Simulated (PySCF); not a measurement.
r2SCAN on Br⁺ (bromine, charge +1)

Configuration: [Ar] 3d10 4s2 4p4, high-spin 3P determinant. All numbers are calculated (PySCF 2.14, scalar relativity by spin-free X2C-1e, in Sapporo-DKH3-DZP-2012).

```json
{
 "Total energy": "-2605.700 hartree",
 "One-electron energy": "-3608.210 hartree",
 "Hartree (Coulomb) energy": "1095.112 hartree",
 "Exchange-correlation energy": "-92.602 hartree",
 "⟨S²⟩": "2.0033",
 "⟨L²⟩": "2.011",
 "Sum of ⟨r⟩": "22.92 bohr",
 "Sum of ⟨r²⟩": "31.25 bohr²",
 "Traceless quadrupole moment −½Σ⟨3z² − r²⟩ along its main axis": "-1.83 e·bohr²",
 "Langevin diamagnetic susceptibility": "-24.8 ×10⁻⁶ cm³/mol",
 "Time after the integrals": "1.1 s of wall time on 1 thread of Neoverse-V1 (shared host)"
}
```

```
shell  electrons  mean orbital energy (eV)  spread (eV)  rms radius, mean of both spins (bohr)
 1s α          1                  -13348.2            0                                 0.0493
 1s β          1                  -13348.0            0                                 0.0493
 2s α          1                   -1756.8            0                                  0.205
 2s β          1                   -1756.8            0                                  0.205
 2p α          3                   -1549.3        0.245                                  0.183
 2p β          3                   -1549.1        0.093                                  0.183
 3s α          1                   -255.14            0                                  0.590
 3s β          1                   -254.96            0                                  0.590
 3p α          3                   -188.72        0.685                                  0.609
 3p β          3                   -188.51        0.506                                  0.609
 3d α          5                   -79.202        0.692                                  0.656
 3d β          5                   -78.902        0.458                                  0.656
 4s α          1                   -32.228            0                                   1.76
 4s β          1                   -29.388            0                                   1.76
 4p α          3                   -18.760        1.611                                   2.10
 4p β          1                   -16.799            0                                   2.10
```

Densities and radii are taken from the X2C orbitals without a picture-change correction, which distorts them close to the nucleus.
